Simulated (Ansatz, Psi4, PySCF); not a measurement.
cyclohexanone (C$_{6}$H$_{10}$O), singlet, geometry from GFN2-xTB. Base run: B3LYP/STO-3G (PySCF).

Geometry (Å):
```xyz
17

O      2.2532     0.3875    -0.1506
C      1.1114     0.2148     0.1925
C      0.1058     1.3360     0.3155
C     -1.1476     1.0252    -0.5067
C     -1.7403    -0.3182    -0.0970
C     -0.7115    -1.4266    -0.2889
C      0.5471    -1.1443     0.5357
H     -0.1672     1.4338     1.3692
H      0.5634     2.2705    -0.0126
H     -1.8809     1.8217    -0.3653
H     -0.8834     0.9982    -1.5661
H     -2.6267    -0.5293    -0.6982
H     -2.0475    -0.2798     0.9509
H     -1.1317    -2.3893     0.0086
H     -0.4403    -1.4922    -1.3450
H      1.3066    -1.9071     0.3584
H      0.2922    -1.1480     1.5985
```
Charge 0, spin multiplicity 1.
All else is at PySCF's defaults.

The same geometry, method and basis name were run in Ansatz (a quantum-chemistry and plane-wave program) and Psi4 and PySCF, at each program's defaults and at the settings that a row names. The base is PySCF at its defaults. Differences at the defaults can come from grids, fitting, cores and function types together.

| code and settings | ΔE vs base (µEh) | basis functions | E (Eh) | SCF cycles | dipole (D) |
|---|---|---|---|---|---|
| PySCF, defaults (exact integrals, its default grid, spherical functions) | 0.0 | 45 | -306.01916 | 9 | 1.84 |
| Psi4, defaults (density fitting with its default set, its default grid, spherical functions) | -1991 | 45 | -306.02115 | 8 | 1.84 |
| Ansatz, defaults (factorised integrals, its default grid, spherical functions) | 6.5 | 45 | -306.01915 | - | - |
| PySCF, density fitting with def2-universal-jkfit | -1995 | 45 | -306.02115 | 9 | 1.84 |
| PySCF, fine grid | -1.0 | 45 | -306.01916 | 9 | 1.84 |
| Psi4, exact integrals, spherical functions, fine grid | 0.6 | 45 | -306.01916 | 11 | 1.84 |
| Ansatz, high accuracy | 0.1 | 45 | -306.01916 | - | - |
